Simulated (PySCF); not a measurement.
A series of related molecules.

All values: PBE0/pcSseg-1 (PySCF) at GFN2-xTB geometries, gas phase, one conformer each.

Problem. Rank by LUMO energy, highest first.
A. `C#C[C@@H]1[SiH2]CC[C@H]1F`
B. `C#C[C@@]1([SiH2]Cl)[SiH2]CC[C@@H]1F`
C. `C=C[C@@]1(Cl)[SiH2]CC[C@@H]1F`
D. `C#C[C@@]1(Cl)[SiH2][SiH2]C[C@H]1F`
E. `C#C[Si@@]1(Cl)[SiH2]CC[C@@H]1F`

Solution. A (0.56 eV), B (0.21 eV), C (-0.47 eV), D (-0.73 eV), E (-1.06 eV).

Problem. Rank by dipole moment, highest first.
A. `[CH:1]#[C:2][C@@:3]1([Cl:4])[SiH2:5][SiH2:6][CH2:7][C@H:8]1[F:9]` with C2–C3–Si5–Si6 155°, C3–Si5–Si6–C7 -5°, Si5–Si6–C7–C8 -21°, Si6–C7–C8–F9 -68°
B. `[CH:1]#[C:2][C@@:3]1([Cl:4])[SiH2:5][CH2:6][SiH2:7][C@H:8]1[F:9]` with C2–C3–Si5–C6 170°, C3–Si5–C6–Si7 -18°, Si5–C6–Si7–C8 -4°, C6–Si7–C8–F9 -84°
C. `[CH:1]#[C:2][Si@@:3]1([Cl:4])[SiH2:5][CH2:6][CH2:7][C@@H:8]1[F:9]` with C2–Si3–Si5–C6 107°, Si3–Si5–C6–C7 -26°, Si5–C6–C7–C8 52°, C6–C7–C8–F9 68°
D. `[CH:1]#[C:2][C@@:3]1([SiH2:4][Cl:5])[SiH2:6][CH2:7][CH2:8][C@@H:9]1[F:10]` with C2–C3–Si4–Cl5 61°, C2–C3–Si6–C7 101°, C3–Si6–C7–C8 -12°, Si6–C7–C8–C9 36°, C7–C8–C9–F10 69°
E. `[CH:1]#[C:2][C@@H:3]1[SiH2:4][CH2:5][CH2:6][C@H:7]1[F:8]` with C2–C3–Si4–C5 -104°, C3–Si4–C5–C6 11°, Si4–C5–C6–C7 -36°, C5–C6–C7–F8 -68°
F. `[CH:1]#[C:2][C@@:3]1([Cl:4])[SiH2:5][CH2:6][CH2:7][C@@H:8]1[F:9]` with C2–C3–Si5–C6 95°, C3–Si5–C6–C7 -4°, Si5–C6–C7–C8 32°, C6–C7–C8–F9 64°

Solution. F (3.25 D), C (3.02 D), D (2.26 D), E (1.33 D), B (1.15 D), A (0.75 D).

Problem. Rank by HOMO–LUMO gap, highest first.
A. `C=C[C@@]1(Cl)[SiH2]CC[C@@H]1F`
B. `C#C[C@@]1([SiH2]Cl)[SiH2]CC[C@@H]1F`
C. `C#C[Si@@]1(Cl)[SiH2]CC[C@@H]1F`
D. `C#C[C@@]1(Cl)[SiH2][SiH2]C[C@H]1F`
E. `C#C[C@@H]1[SiH2]CC[C@H]1F`

Solution. E (8.01 eV), B (7.66 eV), A (7.02 eV), D (6.86 eV), C (6.51 eV).

All values together:

| SMILES | change | formula | μ (D) | HOMO (eV) | LUMO (eV) | lowest IAO charge (e) | highest IAO charge (e) | lowest Hirshfeld charge (e) | highest Hirshfeld charge (e) |
| --- | --- | --- | --- | --- | --- | --- | --- | --- | --- |
| C#C[C@@]1(Cl)[SiH2]CC[C@@H]1F | parent | C6H8ClFSi | 3.25 | -7.60 | -0.59 | -0.547 (C) | +0.771 (Si) | -0.161 (C) | +0.343 (Si) |
| C#C[C@@]1(Cl)[SiH2]C[SiH2][C@H]1F | C replaced by Si | C5H8ClFSi2 | 1.15 | -7.68 | -0.71 | -0.831 (C) | +0.781 (Si) | -0.250 (C) | +0.332 (Si) |
| C#C[C@@]1([SiH2]Cl)[SiH2]CC[C@@H]1F | SiH2 inserted into a C-Cl bond | C6H10ClFSi2 | 2.26 | -7.44 | 0.21 | -0.544 (C) | +0.821 (Si) | -0.161 (C) | +0.343 (Si) |
| C#C[Si@@]1(Cl)[SiH2]CC[C@@H]1F | C replaced by Si | C5H8ClFSi2 | 3.02 | -7.58 | -1.06 | -0.527 (C) | +0.764 (Si) | -0.163 (C) | +0.295 (Si) |
| C#C[C@@]1(Cl)[SiH2][SiH2]C[C@H]1F | C replaced by Si | C5H8ClFSi2 | 0.75 | -7.59 | -0.73 | -0.545 (C) | +0.456 (Si) | -0.172 (C) | +0.244 (Si) |
| C#C[C@@H]1[SiH2]CC[C@H]1F | terminal Cl group replaced by H | C6H9FSi | 1.33 | -7.45 | 0.56 | -0.545 (C) | +0.758 (Si) | -0.162 (C) | +0.353 (Si) |
| C=C[C@@]1(Cl)[SiH2]CC[C@@H]1F | H2 added to a C-C multiple bond | C6H10ClFSi | 3.07 | -7.49 | -0.47 | -0.545 (C) | +0.754 (Si) | -0.156 (C) | +0.338 (Si) |

Conformers: `[CH:1]#[C:2][C@@:3]1([Cl:4])[SiH2:5][CH2:6][CH2:7][C@@H:8]1[F:9]` with C2–C3–Si5–C6 95°, C3–Si5–C6–C7 -4°, Si5–C6–C7–C8 32°, C6–C7–C8–F9 64°; `[CH:1]#[C:2][C@@:3]1([Cl:4])[SiH2:5][CH2:6][SiH2:7][C@H:8]1[F:9]` with C2–C3–Si5–C6 170°, C3–Si5–C6–Si7 -18°, Si5–C6–Si7–C8 -4°, C6–Si7–C8–F9 -84°; `[CH:1]#[C:2][C@@:3]1([SiH2:4][Cl:5])[SiH2:6][CH2:7][CH2:8][C@@H:9]1[F:10]` with C2–C3–Si4–Cl5 61°, C2–C3–Si6–C7 101°, C3–Si6–C7–C8 -12°, Si6–C7–C8–C9 36°, C7–C8–C9–F10 69°; `[CH:1]#[C:2][Si@@:3]1([Cl:4])[SiH2:5][CH2:6][CH2:7][C@@H:8]1[F:9]` with C2–Si3–Si5–C6 107°, Si3–Si5–C6–C7 -26°, Si5–C6–C7–C8 52°, C6–C7–C8–F9 68°; `[CH:1]#[C:2][C@@:3]1([Cl:4])[SiH2:5][SiH2:6][CH2:7][C@H:8]1[F:9]` with C2–C3–Si5–Si6 155°, C3–Si5–Si6–C7 -5°, Si5–Si6–C7–C8 -21°, Si6–C7–C8–F9 -68°; `[CH:1]#[C:2][C@@H:3]1[SiH2:4][CH2:5][CH2:6][C@H:7]1[F:8]` with C2–C3–Si4–C5 -104°, C3–Si4–C5–C6 11°, Si4–C5–C6–C7 -36°, C5–C6–C7–F8 -68°; `[CH2:1]=[CH:2][C@@:3]1([Cl:4])[SiH2:5][CH2:6][CH2:7][C@@H:8]1[F:9]` with C1–C2–C3–Cl4 122°, C2–C3–Si5–C6 148°, C3–Si5–C6–C7 9°, Si5–C6–C7–C8 -34°, C6–C7–C8–F9 177°.

Problem. Give the shifts from the parent, `C#C[C@@]1(Cl)[SiH2]CC[C@@H]1F`.

Solution. 
| SMILES | change in μ (D) | change in HOMO (eV) | change in LUMO (eV) |
| --- | --- | --- | --- |
| C#C[C@@]1(Cl)[SiH2]C[SiH2][C@H]1F | -2.10 | -0.08 | -0.12 |
| C#C[C@@]1([SiH2]Cl)[SiH2]CC[C@@H]1F | -0.99 | +0.16 | +0.80 |
| C#C[Si@@]1(Cl)[SiH2]CC[C@@H]1F | -0.23 | +0.02 | -0.47 |
| C#C[C@@]1(Cl)[SiH2][SiH2]C[C@H]1F | -2.50 | +0.01 | -0.14 |
| C#C[C@@H]1[SiH2]CC[C@H]1F | -1.92 | +0.15 | +1.15 |
| C=C[C@@]1(Cl)[SiH2]CC[C@@H]1F | -0.18 | +0.11 | +0.12 |
